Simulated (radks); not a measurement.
Values are calculated unless marked as measured or tabulated.
Isoelectronic series with 22 electrons, each ion in its NIST ground configuration. Level of theory: Dirac Kohn-Sham, PBE, spin-unpolarised, spherical densities, point nucleus; open shells fill j = l - 1/2 first (a radial shooting solver on a logarithmic mesh with Libxc functionals). Total energies (hartree) and mean radii <r> (bohr):

| ion | configuration | E (hartree) | 3d3/2 | 3p3/2 | 3p1/2 | 3s1/2 |
|---|---|---|---|---|---|---|
| Ti | [Ar] 3d2 4s2 | -853.57505 | 1.615 | 1.089 | 1.081 | 1.007 |
| Mn3+ | [Ar] 3d4 | -1156.25056 | 1.044 | 0.8919 | 0.8835 | 0.8439 |
| Ni6+ | [Ar] 3d4 | -1509.33293 | 0.7559 | 0.7325 | 0.7247 | 0.7106 |
| Ga9+ | [Ar] 3d4 | -1912.76111 | 0.6056 | 0.6206 | 0.6130 | 0.6114 |
| Se12+ | [Ar] 3d4 | -2366.95967 | 0.5088 | 0.5383 | 0.5307 | 0.5357 |
| Rb15+ | [Ar] 3d4 | -2872.49153 | 0.4400 | 0.4753 | 0.4676 | 0.4761 |
| Zr18+ | [Ar] 3d4 | -3430.02421 | 0.3882 | 0.4255 | 0.4176 | 0.4281 |
| Tc21+ | [Ar] 3d4 | -4040.32320 | 0.3475 | 0.3852 | 0.3769 | 0.3886 |
| Pd24+ | [Ar] 3d4 | -4704.25351 | 0.3147 | 0.3517 | 0.3432 | 0.3554 |
| In27+ | [Ar] 3d4 | -5422.78513 | 0.2875 | 0.3236 | 0.3147 | 0.3271 |
| Te30+ | [Ar] 3d4 | -6197.00102 | 0.2646 | 0.2995 | 0.2903 | 0.3027 |
